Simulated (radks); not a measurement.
Species: Gd II. Configuration: [Xe] 4f7 5d1 6s1 (the NIST ground configuration). All-electron calculation, Dirac Kohn-Sham, PBE, spin-unpolarised, spherical densities, point nucleus; open shells fill j = l - 1/2 first. Program: a radial shooting solver on a logarithmic mesh with Libxc functionals.

Unscreened Slater integrals over Kohn-Sham orbitals (eV). Large and small components are both included. Empty in this configuration: 5d5/2.

| integral | value |
|---|---|
| F0(5d3/2,5d3/2) | 9.7903 |
| F2(5d3/2,5d3/2) | 4.9315 |
| F0(5d3/2,6s1/2) | 7.6186 |
| G2(5d3/2,6s1/2) | 2.3954 |
| F0(5d3/2,4f7/2) | 12.769 |
| F2(5d3/2,4f7/2) | 3.0781 |
| G3(5d3/2,4f7/2) | 1.2178 |
| G5(5d3/2,4f7/2) | 0.91065 |
| F0(5d3/2,4f5/2) | 12.788 |
| F2(5d3/2,4f5/2) | 3.0396 |
| G1(5d3/2,4f5/2) | 1.5343 |
| G3(5d3/2,4f5/2) | 1.1836 |
| F0(5d3/2,5d5/2) | 9.6626 |
| F2(5d3/2,5d5/2) | 4.8626 |
| G2(5d3/2,5d5/2) | 4.8602 |
| G4(5d3/2,5d5/2) | 3.1497 |
| F0(6s1/2,6s1/2) | 6.6822 |
| F0(6s1/2,4f7/2) | 8.6890 |
| G3(6s1/2,4f7/2) | 0.32574 |
| F0(6s1/2,4f5/2) | 8.6965 |
| G3(6s1/2,4f5/2) | 0.31807 |
| F0(6s1/2,5d5/2) | 7.5670 |
| G2(6s1/2,5d5/2) | 2.4859 |
| F0(4f7/2,4f7/2) | 29.199 |
| F2(4f7/2,4f7/2) | 13.633 |
| F4(4f7/2,4f7/2) | 8.5068 |
| F6(4f7/2,4f7/2) | 6.1070 |
| F0(4f7/2,4f5/2) | 29.398 |
| F2(4f7/2,4f5/2) | 13.736 |
| F4(4f7/2,4f5/2) | 8.5728 |
| G2(4f7/2,4f5/2) | 13.706 |
| G4(4f7/2,4f5/2) | 8.5552 |
| G6(4f7/2,4f5/2) | 6.1425 |
| F0(4f7/2,5d5/2) | 12.477 |
| F2(4f7/2,5d5/2) | 2.9315 |
| F4(4f7/2,5d5/2) | 1.4164 |
| G1(4f7/2,5d5/2) | 1.4793 |
| G3(4f7/2,5d5/2) | 1.1390 |
| G5(4f7/2,5d5/2) | 0.85316 |
| F0(4f5/2,4f5/2) | 29.599 |
| F2(4f5/2,4f5/2) | 13.842 |
| F4(4f5/2,4f5/2) | 8.6411 |
| F0(4f5/2,5d5/2) | 12.495 |
| F2(4f5/2,5d5/2) | 2.8939 |
| F4(4f5/2,5d5/2) | 1.3896 |
| G1(4f5/2,5d5/2) | 1.4233 |
| G3(4f5/2,5d5/2) | 1.1052 |
| G5(4f5/2,5d5/2) | 0.82988 |
| F0(5d5/2,5d5/2) | 9.5399 |
| F2(5d5/2,5d5/2) | 4.8003 |
| F4(5d5/2,5d5/2) | 3.1095 |
